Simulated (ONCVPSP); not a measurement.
# C (Z = 6): variants of one ONCV potential

Base potential:

* Element: C (Z = 6)
* Generator: ONCVPSP 4.0.1
* Type: optimised norm-conserving Vanderbilt (ONCV)
* Functional: PBE
* Relativity: fully relativistic
* Frozen core: [He]
* Valence charge: 4
* Reference configuration: 2s2 2p2
* Partial waves: 2s: rc 0.95 bohr, ncon 4, nbas 9, qcut 8.8 1/bohr, 2 projectors, debl 0.7 Ha; 2p: rc 1.95 bohr, ncon 4, nbas 8, qcut 5.9 1/bohr, 1 projector
* Local potential: polynomial inside 0.70 bohr (lpopt 5, dvloc0 0 Ha)
* Core correction: polynomial model core, fcfact 0.55

Open shells are filled in proportion to 2j + 1.

Cutoffs, loose and tight: the cutoffs (Ha) at which the residual kinetic energy of the hardest occupied pseudo-wave falls to 1 and 0.1 mHa per electron. They do not see the model core or the augmentation charge, which bear on the density cutoff. Test errors are all-electron minus pseudo excitation energies from the reference, over the configurations 2s2 2p1; 2s2 2p0; 2s1 2p0; 2s2 2p1.5. A dash means not determined; rows that change the core or the reference have their own tests.

A true bound ghost makes a file unfit for plane-wave use even where its test errors are small: the radial tests pick states by their node count and pass the ghost by.

```json
{"change": "base", "outcome": "generated", "cutoff, loose": "21 Ha", "cutoff, tight": "27 Ha", "bound ghosts": "none", "GHOST(+) flags above zero": "s", "largest test error (meV)": "+645"}
{"change": "s: qcut 6; p: qcut 4", "outcome": "generated", "cutoff, loose": "41 Ha", "cutoff, tight": "79 Ha", "bound ghosts": "none", "GHOST(+) flags above zero": "s, p3/2, p1/2", "largest test error (meV)": "+1146"}
{"change": "s: qcut 6.7; p: qcut 4.5", "outcome": "generated", "cutoff, loose": "20 Ha", "cutoff, tight": "50 Ha", "bound ghosts": "none", "GHOST(+) flags above zero": "s", "largest test error (meV)": "+971"}
{"change": "s: qcut 7.5; p: qcut 5", "outcome": "generated", "cutoff, loose": "20 Ha", "cutoff, tight": "36 Ha", "bound ghosts": "none", "GHOST(+) flags above zero": "s", "largest test error (meV)": "+833"}
{"change": "s: qcut 8.6; p: qcut 5.8", "outcome": "generated", "cutoff, loose": "21 Ha", "cutoff, tight": "27 Ha", "bound ghosts": "none", "GHOST(+) flags above zero": "s", "largest test error (meV)": "+664"}
{"change": "s: qcut 9.8; p: qcut 6.6", "outcome": "generated", "cutoff, loose": "20 Ha", "cutoff, tight": "26 Ha", "bound ghosts": "s", "GHOST(+) flags above zero": "none", "largest test error (meV)": "+533"}
{"change": "s: qcut 10.6; p: qcut 7.1", "outcome": "generated", "cutoff, loose": "20 Ha", "cutoff, tight": "30 Ha", "bound ghosts": "s", "GHOST(+) flags above zero": "none", "largest test error (meV)": "+479"}
{"change": "s: qcut 11.8; p: qcut 7.9", "outcome": "generated", "cutoff, loose": "20 Ha", "cutoff, tight": "49 Ha", "bound ghosts": "s", "GHOST(+) flags above zero": "none", "largest test error (meV)": "+408"}
{"change": "s: qcut 12.8; p: qcut 8.6", "outcome": "generated", "cutoff, loose": "39 Ha", "cutoff, tight": "57 Ha", "bound ghosts": "s", "GHOST(+) flags above zero": "none", "largest test error (meV)": "+354"}
```
